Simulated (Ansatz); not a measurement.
Rb2Cl2 was relaxed with B3LYP-D4 (def2-TZVP) in Ansatz in these states: neutral quintet, neutral singlet, neutral triplet. The geometries follow in no particular order.

In the def2 sets Rb takes a core potential; there is no spin–orbit coupling.

A:

```xyz
4

Rb    1.868    1.030    0.287
Rb   -1.868   -1.030   -0.286
Cl   -1.037    1.915   -0.131
Cl    1.037   -1.915    0.130
```

B:

```xyz
4

Rb    2.260    0.205    1.668
Rb   -2.260   -0.208   -1.669
Cl   -1.746   -1.539    2.554
Cl    1.745    1.541   -2.554
```

C:

```xyz
4

Rb    2.692   -0.661    1.017
Rb   -2.692    0.656   -1.020
Cl    0.553    0.675   -1.024
Cl   -0.553   -0.670    1.027
```

Problem. Judge from the bond lengths which geometry belongs to which state (an estimate).

Solution. A is the neutral singlet (Rb1–Rb2 4.305 Å, Rb2–Cl3 3.064 Å, Rb1–Cl4 3.064 Å); B is the neutral quintet (Rb1–Rb2 5.634 Å, Rb2–Cl3 4.458 Å, Rb1–Cl4 4.458 Å); C is the neutral triplet (Rb1–Rb2 5.906 Å, Rb2–Cl3 3.245 Å, Rb1–Cl4 3.245 Å).

At PBE0-D4/def2-TZVP a singlet lies 9.81 eV below the neutral quintet. At PBE0-D4/def2-TZVP a singlet lies 4.06 eV below the neutral triplet. In the triplet, Cl3 and Cl4 lie 2.69 Å apart (atoms count from 1), so these atoms are partly bonded to each other. These are the stationary points nearest to one start from a short search; other shapes may lie lower in each state. The neutral quintet has come apart into loosely held pieces.
